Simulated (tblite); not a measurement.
A geometry optimisation, step by step.

Compound: C7H11O (doublet state).
SMILES with atom numbers: `[CH2:1][C@:2]1([OH:3])[CH2:4][CH2:5][C:6](=[CH2:7])[CH2:8]1` (hydrogens: H9, H10 on C1; H11 on O3; H12, H13 on C4; H14, H15 on C5; H16, H17 on C7; H18, H19 on C8)
Bond orders are those of one Lewis drawing.

Computed with GFN2-xTB (tblite), gas phase: L-BFGS steps from a force-field or distance-geometry start until the largest atomic force falls under 0.01 eV/Å. 4 of its 101 geometries are shown.

Step 0: E = -667.4053 eV, largest atomic force 2.274 eV/Å
```
atom  x, y, z in Å  |  force x, y, z in eV/Å
C1     -0.228   -0.183   -1.769    0.201  -2.068   0.925
C2     -1.063   -0.086   -0.515    0.501   0.033  -0.136
O3     -2.383   -0.400   -0.704   -1.630   0.444  -1.281
C4     -0.855    1.207    0.250   -0.544   0.516   0.913
C5      0.630    1.173    0.496    0.407   1.259  -0.413
C6      0.908   -0.281    0.638    1.579  -0.301   0.776
C7      2.128   -0.757    0.855    0.300   0.095   0.184
C8     -0.374   -1.023    0.509    0.134  -0.199   0.092
H9     -0.540   -1.062   -2.360   -0.162   0.902  -0.251
H10     0.807   -0.377   -1.449   -0.242   0.728  -0.895
H11    -2.716    0.182   -1.444    0.276  -0.839   1.012
H12    -1.351    1.071    1.247   -0.091   0.562  -0.940
H13    -1.208    2.087   -0.286   -0.065   0.047   0.206
H14     0.935    1.743    1.382    0.007  -0.064  -0.227
H15     1.106    1.619   -0.405    0.180  -0.275   0.666
H16     2.336   -1.810    0.982   -0.076   0.138  -0.072
H17     3.001   -0.089    0.941   -0.645  -0.422  -0.092
H18    -0.879   -0.971    1.498   -0.039  -0.415  -0.750
H19    -0.263   -2.033    0.128   -0.093  -0.141   0.283
```

Step 33: E = -668.3087 eV, largest atomic force 0.077 eV/Å
```
atom  x, y, z in Å  |  force x, y, z in eV/Å
C1     -0.450   -0.299   -1.851   -0.020  -0.021   0.019
C2     -1.021   -0.186   -0.502   -0.009   0.055   0.022
O3     -2.389   -0.526   -0.442    0.019  -0.022  -0.022
C4     -0.751    1.238    0.082    0.030   0.041  -0.003
C5      0.686    1.190    0.607    0.002   0.004   0.026
C6      0.999   -0.276    0.784    0.013   0.008  -0.067
C7      2.186   -0.789    1.053   -0.008   0.015   0.011
C8     -0.247   -1.056    0.525    0.008   0.000   0.002
H9     -1.016   -0.702   -2.668   -0.029  -0.001   0.022
H10     0.572   -0.018   -2.016   -0.041  -0.039   0.012
H11    -2.837   -0.163   -1.212    0.012   0.002  -0.003
H12    -1.463    1.403    0.893    0.028  -0.035  -0.027
H13    -0.898    2.013   -0.670    0.002   0.020  -0.001
H14     0.778    1.720    1.557    0.023   0.035   0.002
H15     1.385    1.649   -0.095   -0.017  -0.031   0.029
H16     2.332   -1.853    1.137    0.021   0.022   0.010
H17     3.052   -0.167    1.208    0.000  -0.007   0.024
H18    -0.857   -1.099    1.431   -0.059  -0.042  -0.026
H19    -0.072   -2.069    0.172    0.026  -0.004  -0.029
```

Step 67: E = -668.3273 eV, largest atomic force 0.056 eV/Å
```
atom  x, y, z in Å  |  force x, y, z in eV/Å
C1     -0.535   -0.286   -1.907    0.015  -0.011  -0.010
C2     -1.014   -0.180   -0.522   -0.003   0.019  -0.001
O3     -2.376   -0.531   -0.392    0.004  -0.007   0.054
C4     -0.729    1.238    0.075   -0.015   0.002  -0.012
C5      0.714    1.194    0.575   -0.019  -0.013  -0.022
C6      1.015   -0.268    0.792    0.033   0.013   0.003
C7      2.170   -0.761    1.203    0.007   0.007   0.024
C8     -0.189   -1.079    0.432    0.030   0.006   0.024
H9     -1.192   -0.611   -2.692    0.008   0.016   0.004
H10     0.506   -0.151   -2.123   -0.032   0.019   0.014
H11    -2.880   -0.097   -1.086   -0.008   0.024  -0.044
H12    -1.421    1.388    0.905   -0.018  -0.034  -0.011
H13    -0.894    2.021   -0.664   -0.003   0.023   0.002
H14     0.842    1.766    1.496   -0.001  -0.017  -0.041
H15     1.394    1.613   -0.170    0.026  -0.041   0.028
H16     2.326   -1.820    1.318   -0.012  -0.008   0.000
H17     3.003   -0.128    1.455   -0.002   0.024  -0.009
H18    -0.814   -1.259    1.310    0.008  -0.014   0.009
H19     0.064   -2.039   -0.014   -0.018  -0.008  -0.010
```

Step 100: E = -668.3326 eV, largest atomic force 0.009 eV/Å
```
atom  x, y, z in Å  |  force x, y, z in eV/Å
C1     -0.572   -0.256   -1.924    0.005   0.000   0.001
C2     -1.015   -0.185   -0.526    0.001   0.006   0.003
O3     -2.372   -0.541   -0.366   -0.001   0.004  -0.001
C4     -0.721    1.225    0.085   -0.002   0.001   0.004
C5      0.743    1.178    0.508    0.000   0.002  -0.004
C6      1.023   -0.274    0.798   -0.002   0.002  -0.004
C7      2.144   -0.748    1.313   -0.002   0.000  -0.001
C8     -0.161   -1.097    0.394    0.000   0.002   0.000
H9     -1.259   -0.499   -2.711    0.001  -0.003  -0.002
H10     0.460   -0.097   -2.164   -0.005   0.000  -0.003
H11    -2.889   -0.120   -1.061    0.006  -0.002   0.004
H12    -1.372    1.338    0.953   -0.002  -0.001   0.005
H13    -0.934    2.026   -0.622   -0.001  -0.005   0.000
H14     0.941    1.809    1.375   -0.004  -0.001   0.000
H15     1.390    1.521   -0.302    0.009   0.001  -0.002
H16     2.290   -1.801    1.482    0.004  -0.001  -0.001
H17     2.957   -0.100    1.592   -0.003  -0.001   0.003
H18    -0.779   -1.339    1.263    0.000  -0.002  -0.006
H19     0.117   -2.029   -0.097   -0.002   0.000   0.004
```

Task: Summarise the path.

Result: The energy falls by 21.38 kcal/mol from step 0 to step 100; nine tenths of that is first reached at step 18. It falls at every step. The largest force goes from 2.274 to 0.009 eV/Å. Among the bonds C2–C4 changes most, from 1.516 to 1.564 Å; the atoms move by 0.466 Å rms after alignment.

The cost below is that of the whole relaxation. Hardware: one thread, Arm Neoverse N1 (aarch64), on a shared host. Cost: 0.99 s.
